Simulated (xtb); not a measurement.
xtb input (GFN2-xTB):

```bash
xtb mol.xyz --gfn 2 --ohess tight --chrg -1 --uhf 0
```
mol.xyz:
```
14

O     -0.45664739    -0.35644153    -2.12341645
Si    -0.15212873    -0.11026857    -0.59637350
Si    -1.58184241    -1.14639220     0.96590906
Si     2.01201748    -0.73829263     0.17652313
Si    -0.22917502     2.16484052     0.14752775
H     -1.15884290    -0.85814900     2.43435694
H     -1.53039334    -2.64055984     0.94329824
H     -2.96486479    -0.78175234     0.88745534
H      2.22367143    -0.44775146     1.67667357
H      2.32973635    -2.25809258     0.05081656
H      3.13631202    -0.12637823    -0.49142624
H     -1.55846580     2.80940264    -0.06051548
H      0.77102382     3.03766677    -0.58830108
H      0.12502613     2.37276593     1.56556055
```

End of the output:

```
       7    219.76    -0.58468 ( 99.73%)    -0.61789 (  0.27%)    -0.58477
       8    220.01    -0.58408 ( 99.73%)    -0.61757 (  0.27%)    -0.58417
   ------------------------------------------------------------------------

   temp. (K)  partition function   enthalpy   heat capacity  entropy
                                   cal/mol     cal/K/mol   cal/K/mol   J/K/mol
 298.15  VIB  0.213E+05             5817.187     32.546     37.269
         ROT  0.181E+06              888.752      2.981     27.041
         INT  0.386E+10             6705.939     35.527     64.309
         TR   0.156E+28             1481.254      4.968     40.647
         TOT                        8187.1928    40.4954   104.9561   439.1363

       T/K    H(0)-H(T)+PV         H(T)/Eh          T*S/Eh         G(T)/Eh
   ------------------------------------------------------------------------
    298.15    0.130471E-01    0.861763E-01    0.498680E-01    0.363083E-01
   ------------------------------------------------------------------------

         :::::::::::::::::::::::::::::::::::::::::::::::::::::
Note: The following floating-point exceptions are signalling: IEEE_UNDERFLOW_FLAG IEEE_DENORMAL
normal termination of xtb
         ::                  THERMODYNAMIC                  ::
         :::::::::::::::::::::::::::::::::::::::::::::::::::::
         :: total free energy         -15.776528478021 Eh   ::
         ::.................................................::
         :: total energy              -15.812836772306 Eh   ::
         :: zero point energy           0.073129198878 Eh   ::
         :: G(RRHO) w/o ZPVE           -0.036820904593 Eh   ::
         :: G(RRHO) contrib.            0.036308294285 Eh   ::
         :::::::::::::::::::::::::::::::::::::::::::::::::::::

optimized geometry written to: xtbopt.xyz

           -------------------------------------------------
          | TOTAL ENERGY              -15.812836772306 Eh   |
          | TOTAL ENTHALPY            -15.726660451168 Eh   |
          | TOTAL FREE ENERGY         -15.776528478021 Eh   |
          | GRADIENT NORM               0.000383672482 Eh/α |
          | HOMO-LUMO GAP               3.762735188313 eV   |
           -------------------------------------------------

------------------------------------------------------------------------
------------------------------------------------------------------------
 total:
 SCF:
 ANC optimizer:
 analytical hessian:
```

It need not be the lowest isomer of its formula. Whether it binds its extra electron was not tested at this geometry.
